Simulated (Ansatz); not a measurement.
Basis-set extrapolation for `[SiH3][Al]1[BH][SiH2]1` (PBE0-D4/def2-TZVP geometry, frozen core, the Gaussian-basis code of Ansatz). Multiplicity 1, RHF reference.

```tsv
	def2-TZVPP	def2-QZVPP
HF	-847.900055	-847.925175
MP2 correlation	-0.437885	-0.466721
CCSD(T) correlation	-0.519503	not run
```

Energies in hartree. Use E(X) = E(∞) + A·exp(−7.88·√X) for Hartree–Fock and E(X) = E(∞) + B·X^(−2.97) for correlation, with X = 3 and 4, and add CCSD(T) minus MP2 of the smaller set to the MP2 limit.

Question: What is the CCSD(T) energy at the basis-set limit?

Answer: HF limit: -847.925175 + (-0.025120) × 0.13774 = -847.92864. MP2 limit: -0.466721 + (-0.028836) × 0.74074 = -0.48808. Higher-order term: -0.519503 − (-0.437885) = -0.08162. Total: -848.49834 hartree, 206.8 kJ/mol below CCSD(T)/def2-TZVPP.
